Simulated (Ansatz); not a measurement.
Reaction (ligand exchange at the Si–S bond): `N[SiH2]S[SiH3]` + `N[SiH](S)Cl` → `N[SiH2]S[SiH](N)Cl` + `[SiH3]S`

Isolated molecules relaxed with PBE0-D4/def2-TZVP in Ansatz; ΔE leaves out vibrations. CCSD(T)/CBS is the MP2 limit (def2-TZVPP, def2-QZVPP) plus CCSD(T) − MP2 in def2-TZVPP, frozen cores. DFT in def2-TZVPP. B3LYP here is the variant with VWN-RPA as its local correlation; programs differ in this. Each species was taken in one conformer, which may not be the lowest.

```csv
level,ΔE (kcal/mol),difference from CCSD(T)/CBS
PBE-D4,-1.4,-0.4
B3LYP-D4,-1.8,-0.8
PBE,0.0,1.0
PBE0,-0.1,0.9
HF/def2-TZVPP,0.6,1.6
MP2/def2-TZVPP,-1.6,-0.6
CCSD/def2-TZVPP,-1.1,-0.1
MP2/def2-QZVPP,-1.2,-0.2
SCS-MP2/def2-QZVPP,-0.8,0.2
CCSD/CBS(def2),-0.6,0.4
CCSD(T)/CBS,-1.0,0
```

Largest T1 diagnostic among the species: 0.011.

In def2-TZVPP, CCSD(T) changes the Hartree–Fock value by −2.0 kcal/mol (the triples alone add −0.4 kcal/mol) and MP2 by −2.2 kcal/mol. The D4 term adds −2.2 kcal/mol with B3LYP and −1.3 kcal/mol with PBE0; it sums over pairs of atoms, weighted by their polarisabilities, and B3LYP, whose exchange is more repulsive, gets the larger term.
